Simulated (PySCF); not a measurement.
A structure optimised at PBE0-D3(BJ)/def2-SVPD, used in a PySCF frequency run:

```xyz
4

In     0.0000     0.0000    -0.7168
I      2.3253     1.3425     0.2209
I     -2.3253     1.3425     0.2209
I      0.0000    -2.6850     0.2209
```
Charge -1, spin multiplicity 2.

**Question.** Write its SMILES, formula and point group.

**Answer.** [I][In-]([I])[I], I3In, C3v

**Question.** What are its rotational constants (standard atomic weights)?

**Answer.** 0.34856, 0.34856, 0.18413 GHz
